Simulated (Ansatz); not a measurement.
Method: Ansatz (a program for electronic structure) with frozen-core CCSD(T)/def2-TZVPP // TPSS-D3(BJ)/def2-SVP. The restricted HF reference is unstable towards unrestricted orbitals.

Ansatz 0.2 input:
```yaml
crystal:
  periodic: [false, false, false]
  atoms:
    - { symbol: Mo, position_ang: [0.018172, 0.100637, 0.065055] }
    - { symbol: Cl, position_ang: [1.663294, -1.483109, 0.557559] }
    - { symbol: Cl, position_ang: [0.702834, 0.57665, -2.090349] }
    - { symbol: Cl, position_ang: [1.534564, 1.653646, 0.926413] }
    - { symbol: Cl, position_ang: [-1.09708, 0.046077, 2.087284] }
    - { symbol: Cl, position_ang: [-1.227872, -1.722244, -0.693971] }
    - { symbol: N, position_ang: [-1.357196, 1.429419, -0.363433] }
    - { symbol: H, position_ang: [-1.424969, 1.915632, -1.263968] }
    - { symbol: H, position_ang: [-2.09552, 1.720194, 0.286455] }
basis:
  gaussian: { orbitals: def2-TZVPP }
correlation:
  method: ccsd_t
```

Output:

```
Functional definition: HF
1982 factors; integrals over basis functions are off by at most 1.1e-3 eV
mean field evaluation 1: about -65858.1849 eV, gradient 7.8e1 eV
mean field evaluation 2: about -65858.7162 eV, gradient 7.8e1 eV
mean field evaluation 4: about -65872.4642 eV, gradient 1.2e1 eV
mean field evaluation 8: about -65872.8714 eV, gradient 1.8e0 eV
mean field evaluation 16: about -65872.8933 eV, gradient 3.7e-5 eV
mean field evaluation 32: about -65859.3732 eV, gradient 5.7e1 eV
mean field evaluation 64: about -65867.7237 eV, gradient 2.7e0 eV
mean field evaluation 96: about -65867.8235 eV, gradient 8.3e-1 eV
mean field evaluation 128: about -65867.8463 eV, gradient 3.4e-3 eV
mean field evaluation 160: about -65860.4971 eV, gradient 5.4e1 eV
mean field evaluation 192: about -65866.0258 eV, gradient 1.5e1 eV
mean field evaluation 224: about -65866.6206 eV, gradient 2.3e-3 eV
mean field evaluation 256: about -65861.4132 eV, gradient 5.0e1 eV
mean field evaluation 288: about -65859.7198 eV, gradient 5.0e1 eV
mean field evaluation 320: about -65867.8463 eV, gradient 9.7e-3 eV
mean field evaluation 352: about -65867.7968 eV, gradient 3.7e-3 eV
mean field evaluation 384: about -65867.0742 eV, gradient 2.9e0 eV
mean field evaluation 416: about -65865.8190 eV, gradient 4.1e0 eV
mean field evaluation 448: about -65866.3649 eV, gradient 9.3e-2 eV
mean field evaluation 480: about -65865.6302 eV, gradient 8.6e0 eV
mean field evaluation 512: about -65864.8939 eV, gradient 3.1e-2 eV
mean field -65872.89330679 eV, -2420.7841787739 hartree, gradient 1.7e-6 eV, S^2 0.000000; 0 other end points of the search recorded, 0 dependent functions left out; unrestricted orbitals would lower it
mean field evaluation 544: about -65874.2138 eV, gradient 3.4e-2 eV
unrestricted determinant -65874.21386999 eV, -2420.8327085764 hartree, S^2 0.8957
26 core orbitals not correlated
reference -65872.89330679 eV, -2420.7841787739 hartree; 28, 28 occupied and 271, 271 virtual orbitals, 1982 factors
second order -50.15012546 eV of doubles, -0.00000000 eV of singles
cycle   1  -45.88978240 eV  change     4.3e0 eV  update   4.5e-1
cycle   2  -48.75007759 eV  change    -2.9e0 eV  update   4.3e-1
cycle   3  -49.35022511 eV  change   -6.0e-1 eV  update   8.1e-2
cycle   4  -49.39494495 eV  change   -4.5e-2 eV  update   5.0e-2
cycle   5  -49.37761534 eV  change    1.7e-2 eV  update   2.0e-2
cycle   6  -49.37146018 eV  change    6.2e-3 eV  update   1.0e-2
cycle   7  -49.37100334 eV  change    4.6e-4 eV  update   5.5e-3
cycle   8  -49.37137713 eV  change   -3.7e-4 eV  update   3.4e-3
cycle   9  -49.37312568 eV  change   -1.7e-3 eV  update   2.0e-3
cycle  10  -49.37620100 eV  change   -3.1e-3 eV  update   1.3e-3
cycle  11  -49.37662887 eV  change   -4.3e-4 eV  update   7.0e-4
cycle  12  -49.37461982 eV  change    2.0e-3 eV  update   5.1e-4
cycle  13  -49.37511749 eV  change   -5.0e-4 eV  update   2.8e-4
cycle  14  -49.37467513 eV  change    4.4e-4 eV  update   2.3e-4
cycle  15  -49.37456464 eV  change    1.1e-4 eV  update   1.3e-4
cycle  16  -49.37474359 eV  change   -1.8e-4 eV  update   8.7e-5
cycle  17  -49.37474851 eV  change   -4.9e-6 eV  update   6.4e-5
perturbative correction -3.29653304 eV, -0.1211453546 hartree
Total energy: -65925.56458834 eV, -2422.7198126689 hartree
```

Cost: very roughly 2.7 core-hours.
